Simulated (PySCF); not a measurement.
Molecular orbitals of YbBr

UHF at R = 2.648 Å; Yb x2c-SVPall, Br x2c-SVPall; spin-free X2C with a Gaussian nucleus (PySCF 2.14). State: doublet, about 14.0 electrons in the 4f shell (Mulliken). Only the outer orbitals are listed, counted within each symmetry.

```json
{"spin": "α", "orbital": "20σ", "occ.": "1", "ε (eV)": "-10.73", "on Yb (%)": "12", "main shells (%)": "88 Br p"}
{"spin": "α", "orbital": "11π", "occ.": "1", "ε (eV)": "-9.94", "on Yb (%)": "6", "main shells (%)": "94 Br p"}
{"spin": "α", "orbital": "11π", "occ.": "1", "ε (eV)": "-9.94", "on Yb (%)": "6", "main shells (%)": "94 Br p"}
{"spin": "α", "orbital": "21σ", "occ.": "1", "ε (eV)": "-5.81", "on Yb (%)": "98", "main shells (%)": "80 Yb s, 15 Yb p"}
{"spin": "α", "orbital": "12π", "occ.": "0", "ε (eV)": "1.70", "on Yb (%)": "100", "main shells (%)": "67 Yb p, 33 Yb d"}
{"spin": "α", "orbital": "12π", "occ.": "0", "ε (eV)": "1.70", "on Yb (%)": "100", "main shells (%)": "67 Yb p, 33 Yb d"}
{"spin": "α", "orbital": "22σ", "occ.": "0", "ε (eV)": "1.84", "on Yb (%)": "99", "main shells (%)": "70 Yb d, 28 Yb p"}
{"spin": "β", "orbital": "20σ", "occ.": "1", "ε (eV)": "-10.53", "on Yb (%)": "11", "main shells (%)": "88 Br p"}
{"spin": "β", "orbital": "11π", "occ.": "1", "ε (eV)": "-9.94", "on Yb (%)": "6", "main shells (%)": "94 Br p"}
{"spin": "β", "orbital": "11π", "occ.": "1", "ε (eV)": "-9.94", "on Yb (%)": "6", "main shells (%)": "94 Br p"}
{"spin": "β", "orbital": "21σ", "occ.": "0", "ε (eV)": "0.07", "on Yb (%)": "99", "main shells (%)": "92 Yb s"}
{"spin": "β", "orbital": "5δ", "occ.": "0", "ε (eV)": "2.82", "on Yb (%)": "100", "main shells (%)": "100 Yb d"}
{"spin": "β", "orbital": "5δ", "occ.": "0", "ε (eV)": "2.82", "on Yb (%)": "100", "main shells (%)": "100 Yb d"}
```

Question: Which are the highest filled and the lowest empty level, where do they sit, and how wide is the gap?

Answer: Highest filled α 21σ at -5.81 eV (in %: 80 Yb s, 15 Yb p); lowest empty β 21σ at 0.07 eV (in %: 92 Yb s); the gap at UHF is 5.88 eV. An empty level above zero is unbound, and its energy depends on the basis.

```
bond order (Mayer)                               : 0.81
⟨S²⟩                                             : 0.751
charge on Yb (Mulliken, basis-dependent)         : 0.56
charge on Yb (Löwdin, basis-dependent)           : 0.19
dipole moment (positive dipole means Yb(−)Br(+)) : -5.24 D
polarisability along the bond                    : 93.4 bohr³
polarisability across the bond                   : 109.3 bohr³
```

Spin–orbit coupling is left out. The state is the lowest single determinant that the PBE0 search found; with open d or f shells the true ground state can be another one.
